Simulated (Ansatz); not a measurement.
Ansatz (a first-principles code) input (CCSD(T)/aug-cc-pV(D+d)Z):
A basis named .json is the Basis Set Exchange file of that set.

Ansatz 0.2 input:
```yaml
crystal:
  periodic: [false, false, false]
  atoms:
    - {symbol: Si, position_ang: [-0.51337665, -0.00660975, -0.14355654]}
    - {symbol: O, position_ang: [1.05076009, 0.00529349, 0.39038528]}
    - {symbol: H, position_ang: [-0.76878609, -1.14305302, -1.06335989]}
    - {symbol: H, position_ang: [-1.34976441, -0.14039284, 1.06494663]}
    - {symbol: H, position_ang: [-0.85657056, 1.24735561, -0.85949249]}
    - {symbol: H, position_ang: [1.75631349, 0.08627886, -0.25538499]}
basis:
  gaussian:
    orbitals: aug-cc-pV_D+d_Z.json
magnetization: {spin_polarized: false}
correlation: {method: ccsd_t, electrons: outside_noble_gas}
output: {forces: true}
```

End of the output:

```
mean field evaluation 4: about -9964.1343 eV, gradient 2.3e0 eV
mean field evaluation 8: about -9964.1569 eV, gradient 3.4e-4 eV
mean field evaluation 16: about -9964.1564 eV, gradient 2.8e-1 eV
mean field -9964.15685069 eV, -366.1760103148 hartree, gradient 2.5e-6 eV, S^2 0.000000; 0 other end points of the search recorded, 0 dependent functions left out
6 core orbitals not correlated
reference -9964.15685069 eV, -366.1760103148 hartree; 7, 7 occupied and 78, 78 virtual orbitals, 899 factors
densities: 2.86 GiB planned
second order -8.61828208 eV of doubles, -0.00000000 eV of singles
coupled cluster: 1.04 GiB planned
cycle   1  -9.04914262 eV  change   -4.3e-1 eV  update   7.5e-2
cycle   2  -9.31689366 eV  change   -2.7e-1 eV  update   2.2e-2
cycle   3  -9.38357278 eV  change   -6.7e-2 eV  update   1.1e-2
cycle   4  -9.37949706 eV  change    4.1e-3 eV  update   2.2e-3
cycle   5  -9.37913779 eV  change    3.6e-4 eV  update   8.0e-4
cycle   6  -9.37939204 eV  change   -2.5e-4 eV  update   2.2e-4
cycle   7  -9.37931308 eV  change    7.9e-5 eV  update   7.9e-5
cycle   8  -9.37928414 eV  change    2.9e-5 eV  update   2.6e-5
cycle   9  -9.37928879 eV  change   -4.6e-6 eV  update   1.1e-5
cycle  10  -9.37928884 eV  change   -5.8e-8 eV  update   3.9e-6
perturbative correction -0.23150766 eV, -0.0085077496 hartree
the calculation of the forces begins
0.56 GiB of device memory are held for the factors and their scratch space
Total energy: -9973.76764719 eV, -366.5292005718 hartree
Atom 0 at    -0.513377    -0.006610    -0.143557 Å, force    -0.822023    -0.001033    -0.341853 eV/Å
Atom 1 at     1.050760     0.005293     0.390385 Å, force     0.797410    -0.012101     0.485251 eV/Å
Atom 2 at    -0.768786    -1.143053    -1.063360 Å, force    -0.019452    -0.081211    -0.060962 eV/Å
Atom 3 at    -1.349764    -0.140393     1.064947 Å, force    -0.048882    -0.010559     0.102756 eV/Å
Atom 4 at    -0.856571     1.247356    -0.859492 Å, force    -0.025692     0.088715    -0.046470 eV/Å
Atom 5 at     1.756313     0.086279    -0.255385 Å, force     0.118638     0.016188    -0.138722 eV/Å
Dipole moment:     0.095465     0.024575    -0.247042 e Å
```
